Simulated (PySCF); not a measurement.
SMILES Cc1ccsc1-c1sccc1C#N (C10H7NS2), GFN2-xTB optimised geometry.

```
20

C      2.45    -1.82     0.00
C      0.96    -1.82     0.00
C      0.21    -3.01     0.00
C     -1.14    -2.80     0.00
S     -1.54    -1.13     0.00
C      0.16    -0.69     0.00
C      0.53     0.68     0.00
S      2.20     1.19     0.04
C      1.76     2.85     0.03
C      0.42     3.03    -0.01
C     -0.30     1.80    -0.02
C     -1.70     1.79    -0.06
N     -2.84     1.86    -0.10
H      2.82    -2.84    -0.02
H      2.84    -1.32     0.89
H      2.84    -1.29    -0.87
H      0.65    -3.99     0.00
H     -1.92    -3.53     0.00
H      2.53     3.59     0.04
H     -0.07     3.99    -0.02
```

Density from B3LYP/def2-SVP (PySCF 2.14.0) at that geometry.

Minimum of the electron density along straight lines between bonded atoms, close to the bond critical point (lines longer than 1.1 times the sum of covalent radii, or with two minima, are not listed):

```json
[
 {"bond": "C1–C2", "length / Å": "1.490", "ρ at the minimum / e bohr⁻³": "0.259", "∇²ρ there / e bohr⁻⁵": "-0.61", "position (fraction from the first atom)": "0.49"},
 {"bond": "C2–C3", "length / Å": "1.411", "ρ at the minimum / e bohr⁻³": "0.300", "∇²ρ there / e bohr⁻⁵": "-0.74", "position (fraction from the first atom)": "0.50"},
 {"bond": "C3–C4", "length / Å": "1.358", "ρ at the minimum / e bohr⁻³": "0.326", "∇²ρ there / e bohr⁻⁵": "-0.84", "position (fraction from the first atom)": "0.49"},
 {"bond": "C4–S5", "length / Å": "1.713", "ρ at the minimum / e bohr⁻³": "0.220", "∇²ρ there / e bohr⁻⁵": "-0.50", "position (fraction from the first atom)": "0.48"},
 {"bond": "C2–C6", "length / Å": "1.384", "ρ at the minimum / e bohr⁻³": "0.311", "∇²ρ there / e bohr⁻⁵": "-0.76", "position (fraction from the first atom)": "0.49"},
 {"bond": "S5–C6", "length / Å": "1.748", "ρ at the minimum / e bohr⁻³": "0.206", "∇²ρ there / e bohr⁻⁵": "-0.42", "position (fraction from the first atom)": "0.53"},
 {"bond": "C6–C7", "length / Å": "1.426", "ρ at the minimum / e bohr⁻³": "0.288", "∇²ρ there / e bohr⁻⁵": "-0.71", "position (fraction from the first atom)": "0.49"},
 {"bond": "C7–S8", "length / Å": "1.740", "ρ at the minimum / e bohr⁻³": "0.210", "∇²ρ there / e bohr⁻⁵": "-0.45", "position (fraction from the first atom)": "0.47"},
 {"bond": "S8–C9", "length / Å": "1.721", "ρ at the minimum / e bohr⁻³": "0.217", "∇²ρ there / e bohr⁻⁵": "-0.48", "position (fraction from the first atom)": "0.53"},
 {"bond": "C9–C10", "length / Å": "1.353", "ρ at the minimum / e bohr⁻³": "0.329", "∇²ρ there / e bohr⁻⁵": "-0.85", "position (fraction from the first atom)": "0.51"},
 {"bond": "C7–C11", "length / Å": "1.388", "ρ at the minimum / e bohr⁻³": "0.308", "∇²ρ there / e bohr⁻⁵": "-0.75", "position (fraction from the first atom)": "0.51"},
 {"bond": "C10–C11", "length / Å": "1.421", "ρ at the minimum / e bohr⁻³": "0.293", "∇²ρ there / e bohr⁻⁵": "-0.71", "position (fraction from the first atom)": "0.50"},
 {"bond": "C11–C12", "length / Å": "1.403", "ρ at the minimum / e bohr⁻³": "0.291", "∇²ρ there / e bohr⁻⁵": "-0.76", "position (fraction from the first atom)": "0.47"},
 {"bond": "C12–N13", "length / Å": "1.148", "ρ at the minimum / e bohr⁻³": "0.476", "∇²ρ there / e bohr⁻⁵": "0.41", "position (fraction from the first atom)": "0.34"},
 {"bond": "C1–H14", "length / Å": "1.087", "ρ at the minimum / e bohr⁻³": "0.278", "∇²ρ there / e bohr⁻⁵": "-1.03", "position (fraction from the first atom)": "0.63"},
 {"bond": "C1–H15", "length / Å": "1.090", "ρ at the minimum / e bohr⁻³": "0.276", "∇²ρ there / e bohr⁻⁵": "-1.01", "position (fraction from the first atom)": "0.63"},
 {"bond": "C1–H16", "length / Å": "1.090", "ρ at the minimum / e bohr⁻³": "0.276", "∇²ρ there / e bohr⁻⁵": "-1.01", "position (fraction from the first atom)": "0.63"},
 {"bond": "C3–H17", "length / Å": "1.076", "ρ at the minimum / e bohr⁻³": "0.285", "∇²ρ there / e bohr⁻⁵": "-1.09", "position (fraction from the first atom)": "0.63"},
 {"bond": "C4–H18", "length / Å": "1.072", "ρ at the minimum / e bohr⁻³": "0.287", "∇²ρ there / e bohr⁻⁵": "-1.13", "position (fraction from the first atom)": "0.64"},
 {"bond": "C9–H19", "length / Å": "1.072", "ρ at the minimum / e bohr⁻³": "0.287", "∇²ρ there / e bohr⁻⁵": "-1.13", "position (fraction from the first atom)": "0.64"},
 {"bond": "C10–H20", "length / Å": "1.075", "ρ at the minimum / e bohr⁻³": "0.286", "∇²ρ there / e bohr⁻⁵": "-1.12", "position (fraction from the first atom)": "0.64"}
]
```
